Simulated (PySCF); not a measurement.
SMILES B[SiH2]CCl (CH₆BClSi), singlet at its CAM-B3LYP/def2-SVP optimised geometry (Å):

```
10

B      1.0781     0.9244     1.3223
Si     0.6261    -0.5284     0.0000
C     -1.2754    -0.5284     0.0000
Cl    -1.7693     1.2146     0.0000
H      1.7693     1.8755     1.0621
H      0.6377     0.8424     2.4422
H      1.0948    -0.2808    -1.3926
H      1.1258    -1.8755     0.4173
H     -1.7405    -1.0055    -0.8719
H     -1.6906    -0.9803     0.9104
```

Calculation: PySCF with CAM-B3LYP/def2-TZVP. Cells within 0.4 Å of a nucleus heavier than hydrogen are left out (blank, or x).

Map of the log10 of the electron density (e/bohr³), floored at −4 on the plane z = 0.0 Å:

```
|0000000000000000000000000000000|
|0000000000000000000000000000000|
|0000000111110000000000000000000|
|0000112222222110000111111000000|
|0001223333333221111222221100000|
|0012334455544322122233332210000|
|0123455666655433223334433210000|
|1234566777776543333444443221000|
|1235677888877654334445443321000|
|23456789x9987654444555544321000|
|2345789xxx987654455555543321000|
|2345789xxx987655555655543321000|
|2345678999987655666665543211000|
|1235678889887666667766543210000|
|1234567788887766777776543210000|
|0123456788888777788776543210000|
|0123456788xx88889xx976543210000|
|001245678xxx9888xxx976543210000|
|0012356789xx88889xx976543210000|
|0012356788888777788776543210000|
|0012345677777666778876653210000|
|0001234566666666678877653210000|
|0001234455554555677877643210000|
|0000123334433445567776543210000|
|0000011222222334556665543210000|
|0000000111111223445554432100000|
|0000000000000122334443321000000|
|0000000000000011223332211000000|
|0000000000000000111221100000000|
|0000000000000000000000000000000|
|0000000000000000000000000000000|
```
Scale: ten equal steps from -4.00 (start of '0') to -0.258 (end of '9'), in the order '0123456789'; x runs from -4.00 to 4.00, y from -4.00 (bottom) to 4.00 (top).
